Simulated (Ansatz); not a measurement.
The same path of C3H6Si (10 atoms, charge 0, multiplicity 1) was run twice with different band settings. The coordinate that changes most is the dihedral H5–C1–C2–C3.

Computed with RKS PBE0/def2-SVP (Ansatz 0.2.0).

Relaxed end points:

```xyz
10
Properties=species:S:1:pos:R:3
C -0.810 0.818 -1.082
C -0.072 -0.022 -0.109
C 0.142 -1.320 0.138
Si 1.008 -0.275 1.347
H -1.341 0.212 -1.833
H -1.543 1.455 -0.562
H -0.120 1.500 -1.604
H -0.168 -2.267 -0.313
H 0.505 -0.100 2.740
H 2.482 -0.053 1.281
```

```xyz
10
Properties=species:S:1:pos:R:3
C -0.836 0.810 -1.068
C -0.039 -0.013 -0.128
C 0.596 -1.190 -0.114
Si 0.757 -0.344 1.487
H -1.831 1.022 -0.648
H -0.351 1.786 -1.230
H -0.964 0.316 -2.045
H 0.759 -2.004 -0.828
H -0.032 -0.766 2.681
H 2.022 0.333 1.895
```

Common settings: movable images 5; climbing image yes; optimiser quadratic models (default); start path IDPP; force threshold 0.05 eV/Å; end points relaxed.

| run | spring | iteration limit |
| --- | --- | --- |
| 1 | 5.0 eV/Å² | 56 |
| 2 | 20.0 eV/Å² | 60 |

(1) What does each run give, and how far can it be trusted?

Results:

(1) Run 1: converged after 3 iterations, highest image 0.043 eV above the first end. A vibrational analysis at the climbing image gives one clearly imaginary mode, 140i cm⁻¹: a first-order saddle point.
Run 2: converged after 3 iterations, highest image 0.043 eV above the first end. Another band between the same ends (5 images) ends at a top of the same energy, where a vibrational analysis finds 1 clearly imaginary mode.
